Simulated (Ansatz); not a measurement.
Energy difference R1 → P1 + P2, each structure at its B3LYP-D3(BJ)/def2-TZVP stationary point, reached from a drawn start (curvature not checked).
P1: H atom, charge 0, multiplicity 2.
R1, H2O (SMILES O) (charge 0, multiplicity 1, Z-matrix in Å and degrees):
```
O
H 1 0.9627
H 1 0.9627 2 105.24
```
P2: OH (SMILES [OH]), charge 0, multiplicity 2.

P less R. No zero-point or thermal terms; singlets are restricted closed shells; open shells are unrestricted; no spin–orbit coupling.

Cores are frozen in the correlated methods.

Run with Ansatz (a first-principles code) with Gaussian orbitals. Each number belongs to the level named beside it.

```tsv
level	reaction energy (kJ/mol)
HF/cc-pVDZ	350.6
PBE/def2-TZVPP	517.7
r2SCAN/def2-TZVPP	505.9
B97M-V/def2-TZVPP	507.8
MP2/cc-pVTZ	524.9
SCS-MP2/cc-pVQZ	530.9
CCSD(T)/cc-pVDZ	478.9
CCSD(T)/cc-pVTZ	(withheld)
CCSD(T)/cc-pVQZ	(withheld)
```

### Question
What belongs in the gaps?

### Answer

- CCSD(T)/cc-pVTZ, reaction energy (kJ/mol): 511.0
- CCSD(T)/cc-pVQZ, reaction energy (kJ/mol): 520.3
